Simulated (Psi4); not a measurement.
Psi4 input (wB97X-D/6-311+G**):

```
memory 1500 MB

molecule {
-1 2
Al   -0.00000000   -0.00000000   -0.12227900
H     0.00000000    0.00000000    1.58962694
symmetry c1
no_reorient
no_com
}

set {
  basis 6-311+G**
  reference uks
  scf_type pk
  dft_radial_points 99
  dft_spherical_points 590
  e_convergence 1e-8
  d_convergence 1e-7
  maxiter 150
}

e = energy('wb97x-d')
print_out(f'\nFINAL {e:.10f} DIPOLE {variable("CURRENT DIPOLE")[0]:.6f} {variable("CURRENT DIPOLE")[1]:.6f} {variable("CURRENT DIPOLE")[2]:.6f}\n')
```

From the last part of the output:

```
  HONO-1 :    7  A 1.9988097
  HONO-0 :    8  A 1.0000000
  LUNO+0 :    9  A 0.0011903
  LUNO+1 :   10  A 0.0000807
  LUNO+2 :   11  A 0.0000003
  LUNO+3 :   12  A 0.0000000

Computation Completed

Properties will be evaluated at   0.000000,   0.000000,   0.000000 [a0]

Properties computed using the SCF density matrix

 Multipole Moments:

 ------------------------------------------------------------------------------------
     Multipole            Electronic (a.u.)      Nuclear  (a.u.)        Total (a.u.)
 ------------------------------------------------------------------------------------

 L = 1.  Multiply by 2.5417464519 to convert [e a0] to [Debye]
 Dipole X            :          0.0000000            0.0000000            0.0000000
 Dipole Y            :         -0.0000000            0.0000000           -0.0000000
 Dipole Z            :          0.2389122           -0.0000001            0.2389121
 Magnitude           :                                                    0.2389121

 ------------------------------------------------------------------------------------

FINAL -242.9752091297 DIPOLE 0.000000 -0.000000 0.238912

*** Psi4 exiting successfully. Buy a developer a beer!
```

The dipole moment of an ion depends on the origin.
